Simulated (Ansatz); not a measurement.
`O=C1[SiH2]S1`, relaxed with RKS PBE0-D4/def2-TZVP in Ansatz 0.2.0 from a PBE-D4/def2-SVP geometry. The force threshold is 0.005 eV/Å; the program also tests the step.

Charge 0, multiplicity 1.

Start:

```xyz
6

O     1.651   -0.815   -1.346
C     0.917   -0.312   -0.548
Si   -0.715    0.116    0.248
S     1.220    0.783    0.961
H    -1.451   -0.904    1.063
H    -1.622    1.132   -0.378
```

```tsv
step	energy (eV)	largest force (eV/Å)	largest move (Å)
1	-21820.4570	1.436	0.000
2	-21820.4983	0.250	0.023
3	-21820.5029	0.136	0.011
4	-21820.5031	0.036	0.003
5	-21820.5031	0.010	0.002
6	-21820.5032	0.007	0.001
7	-21820.5032	0.006	0.001
8	-21820.5032	0.001	0.001
```

End:

```xyz
6

O     1.635   -0.801   -1.324
C     0.901   -0.309   -0.543
Si   -0.703    0.121    0.253
S     1.200    0.766    0.940
H    -1.432   -0.893    1.049
H    -1.601    1.116   -0.375
```

Run time 19 s (2 threads of an Arm Neoverse V2 on a shared host); peak host memory 0.3 GiB.
